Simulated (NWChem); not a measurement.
System: WNH2O2Cl; SMILES [NH2][W](=[O])(=[O])[Cl]

Input file for NWChem:

```
start job
memory heap 200 mb stack 900 mb global 1100 mb
geometry units angstroms
  W      0.091232    -0.132091     0.099261
  O      1.480963    -0.649291    -0.693575
  O      0.284326     0.326385     1.705435
  Cl    -0.704732     1.590611    -0.998668
  N     -1.213621    -1.613665     0.050971
  H     -1.159205    -2.433975    -0.564978
  H     -1.848156    -1.872240     0.816227
end
basis spherical
  * library def2-svp
end
ecp
  W library def2-ecp
end
dft
  xc pbe0
  iterations 150
end
driver
  maxiter 120
end
task dft optimize
```

Excerpt of the output:

```
             Northwest Computational Chemistry Package (NWChem) 7.3.0
             --------------------------------------------------------

 CS  symmetry detected

                             Geometry "geometry" -> ""
                             -------------------------

 Output coordinates in angstroms (scale by  1.889725989 to convert to a.u.)

  No.       Tag          Charge          X              Y              Z
 ---- ---------------- ---------- -------------- -------------- --------------
    1 W                   74.0000     0.07438745    -0.18526916     0.00000000
    2 O                    8.0000     0.85535868    -0.61265594    -1.42645825
    3 O                    8.0000     0.85535868    -0.61265594     1.42645825
    4 Cl                  17.0000    -0.17679974     1.99271476     0.00000000
    5 N                    7.0000    -1.69611456    -1.06011626     0.00000000
    6 H                    1.0000    -2.15600624    -1.47146222    -0.82126836
    7 H                    1.0000    -2.15600624    -1.47146222     0.82126836

 Effective nuclear repulsion energy (a.u.)     956.9943421425

      Symmetry information
      --------------------

 Group name             Cs
 Group number              2
 Group order               2
 No. of unique centers     5

                                Z-matrix (autoz)
                                --------

 Units are Angstrom for bonds and degrees for angles

      Type          Name      I     J     K     L     M      Value
      ----------- --------  ----- ----- ----- ----- ----- ----------
    1 Stretch                  1     2                       1.68148
    2 Stretch                  1     3                       1.68148
    3 Stretch                  1     4                       2.19242
    4 Stretch                  1     5                       1.97485
    5 Stretch                  5     6                       1.02722
    6 Stretch                  5     7                       1.02722
    7 Bend                     1     5     6               125.36422
    8 Bend                     1     5     7               125.36422
    9 Bend                     2     1     3               116.06259
   10 Bend                     2     1     4               107.80107
   11 Bend                     2     1     5               107.68591
   12 Bend                     3     1     4               107.80107
   13 Bend                     3     1     5               107.68591
   14 Bend                     4     1     5               109.71621
   15 Bend                     6     5     7               106.16539
   16 Torsion                  2     1     5     6         -15.71016
   17 Torsion                  2     1     5     7         141.56283
   18 Torsion                  3     1     5     6        -141.56283
   19 Torsion                  3     1     5     7          15.71016
   20 Torsion                  4     1     5     6         101.36351
   21 Torsion                  4     1     5     7        -101.36351

                           NWChem Geometry Optimization
                           ----------------------------

 maximum gradient threshold         (gmax) =   0.000450
 rms gradient threshold             (grms) =   0.000300
 maximum cartesian step threshold   (xmax) =   0.001800
 rms cartesian step threshold       (xrms) =   0.001200
 fixed trust radius                (trust) =   0.300000
 source of zmatrix                         =   autoz

          -------------------
          Energy Minimization
          -------------------

 Using diagonal initial Hessian
 Scaling for Hessian diagonals: bonds = 1.00  angles = 0.25  torsions = 0.10

          --------
          Step   0

                                 NWChem DFT Module
                                 -----------------

[...]

      ----------------------
      Optimization converged
      ----------------------

  Step       Energy      Delta E   Gmax     Grms     Xrms     Xmax
  ---- ---------------- -------- -------- -------- -------- --------
@    7    -733.19948336 -1.7D-07  0.00004  0.00002  0.00084  0.00179
                                     ok       ok       ok       ok

                                Z-matrix (autoz)
                                --------

 Units are Angstrom for bonds and degrees for angles

      Type          Name      I     J     K     L     M      Value     Gradient
      ----------- --------  ----- ----- ----- ----- ----- ---------- ----------
    1 Stretch                  1     2                       1.70220   -0.00004
    2 Stretch                  1     3                       1.70220   -0.00004
    3 Stretch                  1     4                       2.29437    0.00001
    4 Stretch                  1     5                       1.92842   -0.00001
    5 Stretch                  5     6                       1.01762    0.00001
    6 Stretch                  5     7                       1.01762    0.00001
    7 Bend                     1     5     6               123.82278    0.00002
    8 Bend                     1     5     7               123.82278    0.00002
    9 Bend                     2     1     3               109.87955    0.00001
   10 Bend                     2     1     4               110.06273   -0.00001
   11 Bend                     2     1     5               107.39238   -0.00000
   12 Bend                     3     1     4               110.06273   -0.00001
   13 Bend                     3     1     5               107.39238   -0.00000
   14 Bend                     4     1     5               111.97464    0.00003
   15 Bend                     6     5     7               110.96940   -0.00003
   16 Torsion                  2     1     5     6         -23.60386    0.00000
   17 Torsion                  2     1     5     7         141.73711   -0.00000
   18 Torsion                  3     1     5     6        -141.73711    0.00000
   19 Torsion                  3     1     5     7          23.60386   -0.00000
   20 Torsion                  4     1     5     6          97.32952    0.00000
   21 Torsion                  4     1     5     7         -97.32952   -0.00000

                         Geometry "geometry" -> "geometry"
                         ---------------------------------

 Output coordinates in angstroms (scale by  1.889725989 to convert to a.u.)

  No.       Tag          Charge          X              Y              Z
 ---- ---------------- ---------- -------------- -------------- --------------
    1 W                   74.0000     0.02345318    -0.18064596     0.00000000
    2 O                    8.0000     0.86504100    -0.67848278    -1.39333731
    3 O                    8.0000     0.86504100    -0.67848278     1.39333731
    4 Cl                  17.0000    -0.21887404     2.10089331     0.00000000
    5 N                    7.0000    -1.67865181    -1.08709761     0.00000000
    6 H                    1.0000    -2.12791565    -1.44854557    -0.83849739
    7 H                    1.0000    -2.12791565    -1.44854557     0.83849739

 Effective nuclear repulsion energy (a.u.)     941.0485050158

      Symmetry information
      --------------------

 Group name             Cs
 Group number              2
 Group order               2
 No. of unique centers     5

                Final and change from initial internal coordinates
                --------------------------------------------------

                                Z-matrix (autoz)
                                --------

 Units are Angstrom for bonds and degrees for angles

      Type          Name      I     J     K     L     M      Value       Change
      ----------- --------  ----- ----- ----- ----- ----- ---------- ----------
    1 Stretch                  1     2                       1.70220    0.02073
    2 Stretch                  1     3                       1.70220    0.02073
    3 Stretch                  1     4                       2.29437    0.10195
    4 Stretch                  1     5                       1.92842   -0.04643
    5 Stretch                  5     6                       1.01762   -0.00960
    6 Stretch                  5     7                       1.01762   -0.00960
    7 Bend                     1     5     6               123.82278   -1.54143
    8 Bend                     1     5     7               123.82278   -1.54143
    9 Bend                     2     1     3               109.87955   -6.18304
   10 Bend                     2     1     4               110.06273    2.26166
   11 Bend                     2     1     5               107.39238   -0.29353
   12 Bend                     3     1     4               110.06273    2.26166
   13 Bend                     3     1     5               107.39238   -0.29353
   14 Bend                     4     1     5               111.97464    2.25843
   15 Bend                     6     5     7               110.96940    4.80400
   16 Torsion                  2     1     5     6         -23.60386   -7.89370
   17 Torsion                  2     1     5     7         141.73711    0.17428
   18 Torsion                  3     1     5     6        -141.73711   -0.17428
   19 Torsion                  3     1     5     7          23.60386    7.89370
   20 Torsion                  4     1     5     6          97.32952   -4.03399
   21 Torsion                  4     1     5     7         -97.32952    4.03399

[...]
```

Level: PBE0/def2-SVP with def2 effective core potentials on W. Not confirmed as a minimum by frequencies. def2 effective core potentials on W; no spin-orbit coupling.
